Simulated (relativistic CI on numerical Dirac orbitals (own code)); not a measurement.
Computed by Dirac-Coulomb-Breit CI, orbitals from a KLI potential per configuration, model QED, unscaled Slater integrals (own radial code, finite nucleus).

The strongest absorption lines from the ground level of an ion, among the configurations computed and to levels below about 1950 eV (vacuum wavelength in nm, gf): 0.80590 (0.42), 0.86897 (1), 0.97858 (6.7), 1.0079 (0.83), 1.0264 (0.4), 1.2196 (0.04), 1.2492 (0.32), 1.2636 (0.11).

Problem. Which ion is it?
A. Gd XXXVII
B. Pm XXXIV
C. Cs XXVIII
D. Pm XXXVI

Solution. B. Pm XXXIV has 28 electrons and the ground level 3s²3p⁶3d¹⁰ ¹S0; the strongest line goes to 3s²3p⁶3d⁹4f ¹P°1. The pattern of lines fixes the number of electrons, and along that sequence the line energies rise steadily with the charge (about as its square where n changes within one kind of shell, about linearly where n is kept but much faster in heavy ions where fine structure, which grows about as Z⁴, sets the gap, and irregularly where shells cross), which fixes Z. Configurations outside the model, such as inner-shell arrays, can give stronger lines. At this charge energies of transitions that change n are usually good to better than 1 %, and those within a shell (Δn = 0) to a few per cent.

LS names give the leading component of a level, which can be under half, so a name can repeat, a term be missing and a line seem to break the LS rules.
